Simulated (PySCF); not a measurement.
C4H5NO, SMILES N#CC1COC1.

Coordinates come from a TPSSh-D3(BJ)/def2-SVP optimisation.

The numbers are results of PBE/def2-TZVP (PySCF), not measurements.

Symmetry labels are those of the subgroup Cs that the program uses (full group Cs).

### Question
List the valence orbital energies around the gap with their symmetry. (An estimate is asked for; the answer gives what the named calculation found.)

### Answer

```tsv
orbital	symmetry	energy (eV)
HOMO−7	A'	-10.74
HOMO−6	A"	-10.49
HOMO−5	A"	-9.60
HOMO−4	A'	-9.11
HOMO−3	A'	-8.58
HOMO−2	A"	-8.01
HOMO−1	A'	-7.90
HOMO	A'	-6.40
LUMO	A"	-0.95
LUMO+1	A'	-0.78
LUMO+2	A'	-0.12
LUMO+3	A'	0.54
```
